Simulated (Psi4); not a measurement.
cesium atom (Cs), doublet (core potentials on Cs); PBE/def2-SV(P) (Psi4 1.11).

The Psi4 input:
```
memory 2 GB

molecule {
0 2
  Cs    0.00000000    0.00000000    0.00000000
}

set basis def2-sv(p)
set reference uks

energy('pbe')
print_variables()
```

The log (banner, timings and long lists left out):

```
   => Loading Basis Set <=

    Name: DEF2-SV(P)
    Role: ORBITAL
    Keyword: BASIS

    !!!  WARNING: ECP capability is in beta. Please check occupations closely.  !!!

         ---------------------------------------------------------
                                   SCF
               by Justin Turney, Rob Parrish, Andy Simmonett
                          and Daniel G. A. Smith
                              UKS Reference
         ---------------------------------------------------------

  ==> Geometry <==

    Molecular point group: d2h
    Geometry (in Angstrom), charge = 0, multiplicity = 2:

       Center              X                  Y                   Z               Mass
    ------------   -----------------  -----------------  -----------------  -----------------
         CS           0.000000000000     0.000000000000     0.000000000000   132.905451961000

  Running in d2h symmetry.

  Rotational constants: A = ************  B = ************  C = ************ [cm^-1]
  Rotational constants: A = ************  B = ************  C = ************ [MHz]
  Nuclear repulsion =    0.000000000000000

  Charge       = 0
  Multiplicity = 2
  Electrons    = 9
  Nalpha       = 5
  Nbeta        = 4

  ==> Algorithm <==

  SCF Algorithm Type is DF.
  DIIS enabled.
  MOM disabled.
  Fractional occupation disabled.
  Guess Type is CORE.
  Energy threshold   = 1.00e-06
  Density threshold  = 1.00e-06
  Integral threshold = 1.00e-12

  ==> Primary Basis <==

  Basis Set: DEF2-SV(P)
    Blend: DEF2-SV(P)
    Number of shells: 10
    Number of basis functions: 24
    Number of Cartesian functions: 26
    Spherical Harmonics?: true
    Max angular momentum: 2

  Core potential: DEF2-SV(P)
    Number of shells: 4
    Number of ECP primitives: 10
    Number of ECP core electrons: 46
    Max angular momentum: 3

  ==> DFT Potential <==

   => LibXC <=

    Version 7.1.2
    S. Lehtola, C. Steigemann, M. J. T. Oliveira, and M. A. L. Marques,  SoftwareX 7, 1–5 (2018) (10.1016/j.softx.2017.11.002)

   => Composite Functional: PBE <=

    PBE GGA Exchange-Correlation Functional

    J.P. Perdew et. al., Phys. Rev. Lett., 77(18), 3865-3868, 1996

    Deriv               =              1
    GGA                 =           TRUE
    Meta                =          FALSE

    Exchange Hybrid     =          FALSE
    MP2 Hybrid          =          FALSE

   => Exchange Functionals <=

    1.0000     XC_GGA_X_PBE

   => Correlation Functionals <=

    1.0000     XC_GGA_C_PBE

   => LibXC Density Thresholds  <==

    XC_GGA_C_PBE:  1.00E-12
    XC_GGA_X_PBE:  1.00E-15

   => Molecular Quadrature <=

    Radial Scheme          =       TREUTLER
    Pruning Scheme         =           NONE
    Nuclear Scheme         =       TREUTLER

    Blocking Scheme        =         OCTREE
    BS radius alpha        =              1
    Pruning alpha          =              1
    Radial Points          =             75
    Spherical Points       =            302
    Total Points           =          21140
    Total Blocks           =            262
    Max Points             =            252
    Max Functions          =             24
    Weights Tolerance      =       1.00E-15

   => Loading Basis Set <=

    Name: (DEF2-SV(P) AUX)
    Role: JKFIT
    Keyword: DF_BASIS_SCF

  ==> Integral Setup <==

  SCF_SUBTYPE=INCORE selected. In-core MEM_DF algorithm will be used.
  Using in-core AOs.

  ==> MemDFJK: Density-Fitted J/K Matrices <==

    J tasked:                   Yes
    K tasked:                    No
    wK tasked:                   No
    Algorithm:                 Core
    Schwarz Cutoff:           1E-12
    Mask sparsity (%):       0.0000
    Fitting Condition:        1E-10

   => Auxiliary Basis Set <=

  Basis Set: (DEF2-SV(P) AUX)
    Blend: DEF2-UNIVERSAL-JKFIT
    Number of shells: 34
    Number of basis functions: 130
    Number of Cartesian functions: 171
    Spherical Harmonics?: true
    Max angular momentum: 5

  Minimum eigenvalue in the overlap matrix is 3.1021324126E-02.
  Reciprocal condition number of the overlap matrix is 1.0651281242E-02.
    Using symmetric orthogonalization.

  ==> Pre-Iterations <==

  SCF Guess: Core (One-Electron) Hamiltonian.

   -------------------------------------------------------
    Irrep   Nso     Nmo     Nalpha   Nbeta   Ndocc  Nsocc
   -------------------------------------------------------
     Ag         9       9       2       1       1       1
     B1g        2       2       0       0       0       0
     B2g        2       2       0       0       0       0
     B3g        2       2       0       0       0       0
     Au         0       0       0       0       0       0
     B1u        3       3       1       1       1       0
     B2u        3       3       1       1       1       0
     B3u        3       3       1       1       1       0
   -------------------------------------------------------
    Total      24      24       5       4       4       1
   -------------------------------------------------------

  ==> Iterations <==

                           Total Energy        Delta E     RMS |[F,P]|

   @DF-UKS iter   1:   -19.37001203625707   -1.93700e+01   6.43400e-02 ADIIS/DIIS
   @DF-UKS iter   2:   -19.95861961298805   -5.88608e-01   4.16803e-02 ADIIS/DIIS
   @DF-UKS iter   3:   -20.13868137923938   -1.80062e-01   8.18672e-03 ADIIS/DIIS
   @DF-UKS iter   4:   -20.14713344490350   -8.45207e-03   1.90498e-04 ADIIS/DIIS
   @DF-UKS iter   5:   -20.14713786010579   -4.41520e-06   1.12403e-05 DIIS
   @DF-UKS iter   6:   -20.14713787760271   -1.74969e-08   8.14047e-07 DIIS
  Energy and wave function converged.

  ==> Post-Iterations <==

   Electrons on quadrature grid:
      Nalpha   =    5.0000000000 ; deviation = 8.260e-14
      Nbeta    =    4.0000000000 ; deviation = -8.882e-16
      Ntotal   =    9.0000000000 ; deviation = 8.171e-14

   @Spin Contamination Metric:   1.284609481E-04
   @S^2 Expected:                7.500000000E-01
   @S^2 Observed:                7.501284609E-01
   @S   Expected:                5.000000000E-01
   @S   Observed:                5.000000000E-01

    Orbital Energies [Eh]
    ---------------------

    Alpha Occupied:

       1Ag    -0.994990     1B1u   -0.500764     1B3u   -0.500764
       1B2u   -0.500764     2Ag    -0.083581

    Alpha Virtual:

       2B1u   -0.030030     2B2u   -0.030030     2B3u   -0.030030
       3Ag    -0.005685     1B1g   -0.005685     4Ag    -0.005685
       1B3g   -0.005685     1B2g   -0.005685     5Ag     0.004454
       2B1g    0.121810     6Ag     0.121810     2B3g    0.121810
       2B2g    0.121810     7Ag     0.121810     3B1u    0.230101
       3B2u    0.230101     3B3u    0.230101     8Ag     0.436156
       9Ag    19.791745

    Beta Occupied:

       1Ag    -0.992834     1B1u   -0.497382     1B3u   -0.497382
       1B2u   -0.497382

    Beta Virtual:

       2Ag    -0.056518     2B1u    0.006260     2B3u    0.006260
       2B2u    0.006260     3Ag     0.021214     4Ag     0.021214
       1B1g    0.021214     1B2g    0.021214     1B3g    0.021214
       5Ag     0.032911     2B1g    0.147702     6Ag     0.147702
       2B2g    0.147702     7Ag     0.147702     2B3g    0.147702
       3B1u    0.247086     3B2u    0.247086     3B3u    0.247086
       8Ag     0.451077     9Ag    19.795174

    Final Occupation by Irrep:
             Ag   B1g   B2g   B3g    Au   B1u   B2u   B3u
    DOCC [     1,    0,    0,    0,    0,    1,    1,    1 ]
    SOCC [     1,    0,    0,    0,    0,    0,    0,    0 ]
    NA   [     2,    0,    0,    0,    0,    1,    1,    1 ]
    NB   [     1,    0,    0,    0,    0,    1,    1,    1 ]

  @DF-UKS Final Energy:   -20.14713787760271

   => Energetics <=

    Nuclear Repulsion Energy =              0.0000000000000000
    One-Electron Energy =                 -33.0088199109268174
    Two-Electron Energy =                  16.0028101035528429
    DFT Exchange-Correlation Energy =      -3.1411280702287345
    Empirical Dispersion Energy =           0.0000000000000000
    VV10 Nonlocal Energy =                  0.0000000000000000
    Total Energy =                        -20.1471378776027095

  UHF NO Occupations:
  HONO-2 :    1B1u 1.9999788
  HONO-1 :    1B2u 1.9999788
  HONO-0 :    2 Ag 1.0000000
  LUNO+0 :    2B2u 0.0000212
  LUNO+1 :    2B1u 0.0000212
  LUNO+2 :    2B3u 0.0000212
  LUNO+3 :    3 Ag 0.0000006

Computation Completed

Properties will be evaluated at   0.000000,   0.000000,   0.000000 [a0]

Properties computed using the SCF density matrix

 Multipole Moments:

 ------------------------------------------------------------------------------------
     Multipole            Electronic (a.u.)      Nuclear  (a.u.)        Total (a.u.)
 ------------------------------------------------------------------------------------

 L = 1.  Multiply by 2.5417464519 to convert [e a0] to [Debye]
 Dipole X            :          0.0000000            0.0000000            0.0000000
 Dipole Y            :          0.0000000            0.0000000            0.0000000
 Dipole Z            :          0.0000000            0.0000000            0.0000000
 Magnitude           :                                                    0.0000000

 ------------------------------------------------------------------------------------

  Variable Map:
  ----------------------------------------------------------------------------
  "CURRENT ENERGY"              =>     -20.147137877603
  "CURRENT REFERENCE ENERGY"    =>     -20.147137877603
  "DD SOLVATION ENERGY"         =>       0.000000000000
  "DFT FUNCTIONAL TOTAL ENERGY" =>     -20.147137877603
  "DFT TOTAL ENERGY"            =>     -20.147137877603
  "DFT VV10 ENERGY"             =>       0.000000000000
  "DFT XC ENERGY"               =>      -3.141128070229
  "GRID ELECTRONS ALPHA"        =>       5.000000000000
  "GRID ELECTRONS BETA"         =>       4.000000000000
  "GRID ELECTRONS TOTAL"        =>       9.000000000000
  "NUCLEAR REPULSION ENERGY"    =>       0.000000000000
  "ONE-ELECTRON ENERGY"         =>     -33.008819910927
  "PCM POLARIZATION ENERGY"     =>       0.000000000000
  "PE ENERGY"                   =>       0.000000000000
  "SCF ITERATION ENERGY"        =>     -20.147137877603
  "SCF ITERATIONS"              =>       6.000000000000
  "SCF TOTAL ENERGY"            =>     -20.147137877603
  "TWO-ELECTRON ENERGY"         =>      16.002810103553
  "XC GRID RADIAL POINTS"       =>      75.000000000000
  "XC GRID SPHERICAL POINTS"    =>     302.000000000000
  "XC GRID TOTAL POINTS"        =>   21140.000000000000

  Array Variable Map:
  ----------------------------------------------------------------------------
  "CURRENT DIPOLE"              =>       0.000000000000 ... 0.000000000000 1 by 3
  "SCF DIPOLE"                  =>       0.000000000000 ... 0.000000000000 1 by 3
  "SCF TOTAL ENERGIES"          =>     -19.370012036257 ... -20.147137877603 1 by 6
```
